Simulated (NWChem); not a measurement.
A series in which one site is exchanged, each optimised at PBE0/def2-SVP with NWChem, gas phase unless a solvent is named. For some, no frequency run checked for a minimum. def2 effective core potentials on Zr, Hf; no spin-orbit coupling.

A: [F][ZrH3] (ZrH3F; site = Zr)
B: [F][HfH3] (HfH$_{3}$F; site = Hf)
C: F[SiH3] (SiH$_{3}$F; site = Si)
D: [F][TiH3] (TiH3F; site = Ti)

Values for A:

```
Item                                                  Value
----------------------------------------------------  -----
dipole (D), PBE0/def2-SVP                              0.64
orbital gap (eV), PBE0/def2-SVP                        6.28
vertical ionisation energy, ΔSCF, PBE0/def2-SVP (eV)  10.90
static polarisability, PBE0/def2-SVPD (bohr³)          48.9
lowest singlet excitation, PBE0/def2-SVPD, TDA (eV)    4.19
```

Question: How do these values change for the other members?

Answer: 
```
change from A                                             B      C      D
----------------------------------------------------  -----  -----  -----
dipole (D), PBE0/def2-SVP                             -0.04  +0.78  -0.17
orbital gap (eV), PBE0/def2-SVP                       +0.25  +3.80  -0.14
vertical ionisation energy, ΔSCF, PBE0/def2-SVP (eV)  -0.06  +1.54  +0.59
static polarisability, PBE0/def2-SVPD (bohr³)          -2.2  -20.2   -5.6
lowest singlet excitation, PBE0/def2-SVPD, TDA (eV)   +0.33  +3.82  -0.78
```
